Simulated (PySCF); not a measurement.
**Correlation energy of Si (silicon, neutral)**

[Ne] 3s2 3p1 3d1, one real determinant (an excited configuration). Calculation: PySCF 2.14, in aug-cc-pwCVDZ; the non-relativistic Hamiltonian (point nucleus). Frozen: 1s2; 12 electrons correlated.

```
  level  correlation energy (mhartree)
   CCSD                        -246.02
    (T)                         -47.96
CCSD(T)                        -293.98
```

Diagnostics: T1 = 0.034, D1 = 0.1573, largest double amplitude 0.825.

The real determinant used has ⟨L²⟩ near 8 against 12 for a pure F term, so it mixes terms. The outer electron is Rydberg-like, and this basis confines it to a smaller radius and binds it less than a complete one would. T1 exceeds 0.03, a sign that the reference determinant is poor. A double-excitation amplitude exceeds 0.15, a sign of near-degeneracy.

Cost of the coupled-cluster step: of the order of 2.1 core-seconds, for 12 correlated electrons.

Iterations:

```
CC2 = 0
CCSD nocc = (np.int64(7), np.int64(5)), nmo = (35, 35)
frozen orbitals [[0], [0]]
max_cycle = 100
direct = 0
conv_tol = 1e-08
conv_tol_normt = 1e-06
diis_space = 8
diis_start_cycle = 0
Init t2, MP2 energy = -0.186091339135409
Init E_corr(UCCSD) = -0.186091339136033
cycle = 1  E_corr(UCCSD) = -0.202525209640893  dE = -0.0164338705  norm(t1,t2) = 0.108082
cycle = 2  E_corr(UCCSD) = -0.210280932480503  dE = -0.00775572284  norm(t1,t2) = 0.0845352
cycle = 3  E_corr(UCCSD) = -0.223893314932605  dE = -0.0136123825  norm(t1,t2) = 0.0758351
cycle = 4  E_corr(UCCSD) = -0.23242768247691  dE = -0.00853436754  norm(t1,t2) = 0.059515
cycle = 5  E_corr(UCCSD) = -0.241812201161855  dE = -0.00938451868  norm(t1,t2) = 0.0458304
cycle = 6  E_corr(UCCSD) = -0.232793789382326  dE = 0.00901841178  norm(t1,t2) = 0.0302921
cycle = 7  E_corr(UCCSD) = -0.246060633377293  dE = -0.013266844  norm(t1,t2) = 0.043473
cycle = 8  E_corr(UCCSD) = -0.244586785514369  dE = 0.00147384786  norm(t1,t2) = 0.0088052
cycle = 9  E_corr(UCCSD) = -0.245570357465789  dE = -0.000983571951  norm(t1,t2) = 0.00688048
cycle = 10  E_corr(UCCSD) = -0.246484054052841  dE = -0.000913696587  norm(t1,t2) = 0.0022671
cycle = 11  E_corr(UCCSD) = -0.245859433376765  dE = 0.000624620676  norm(t1,t2) = 0.00193226
cycle = 12  E_corr(UCCSD) = -0.246041312214173  dE = -0.000181878837  norm(t1,t2) = 0.000672943
cycle = 13  E_corr(UCCSD) = -0.24601694100405  dE = 2.43712101e-05  norm(t1,t2) = 8.84665e-05
cycle = 14  E_corr(UCCSD) = -0.246022345321471  dE = -5.40431742e-06  norm(t1,t2) = 1.76248e-05
cycle = 15  E_corr(UCCSD) = -0.246020460092801  dE = 1.88522867e-06  norm(t1,t2) = 8.34565e-06
cycle = 16  E_corr(UCCSD) = -0.246020502047965  dE = -4.19551641e-08  norm(t1,t2) = 9.52337e-07
cycle = 17  E_corr(UCCSD) = -0.246020507323509  dE = -5.27554317e-09  norm(t1,t2) = 3.71048e-07
UCCSD converged
E(UCCSD) = -288.8183405139958  E_corr = -0.2460205073235085
UCCSD(T) correction = -0.0479597039031156
```

The reference is one real determinant that mixes LS terms of this configuration.
